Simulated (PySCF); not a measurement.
# C₆ coefficients of unlike pairs at PBE

Calculated with PySCF 2.14 from the dipole response of each species, C₆(A,B) = (3/π) ∫ α_A(iu) α_B(iu) du, in atomic units, from isotropic polarisabilities. For ions this is the dispersion term alone; charge-induced terms of lower order in 1/R come first.

```tsv
species	configuration	basis	relativity	α (bohr³)	C₆ (like pair)
Lu²⁺	[Xe] 4f14 6s1 (2S)	x2c-TZVPPall with one added diffuse shell each of s, p, d type (12s8p8d2f2g)	spin-free X2C	32.55	202.3
Co⁺	[Ar] 3d8 (3F)	aug-cc-pwCVTZ-DK with one added diffuse shell each of s, p, d, f, g type (11s10p8d5f4g)	spin-free X2C	10.80	38.96
K	[Ar] 4s1 (2S)	aug-cc-pVTZ-X2C (7s6p4d2f)	spin-free X2C	320.3	4514
Cs	[Xe] 6s1 (2S)	aug-cc-pwCVTZ-X2C (11s10p8d4f)	spin-free X2C	471.1	8611
```

Problem. Estimate C₆ for Cs with K.

Solution. The integral gives 6219. The combination rule 2 C_A C_B / (C_A α_B/α_A + C_B α_A/α_B) gives 6222 and the geometric mean 6234.

No spin-orbit coupling is included.

The other pairs:

```tsv
pair	C₆
K, Co⁺	276.9
K, Lu²⁺	755.5
Cs, Co⁺	385.3
Co⁺, Lu²⁺	86.14
Cs, Lu²⁺	1039
```
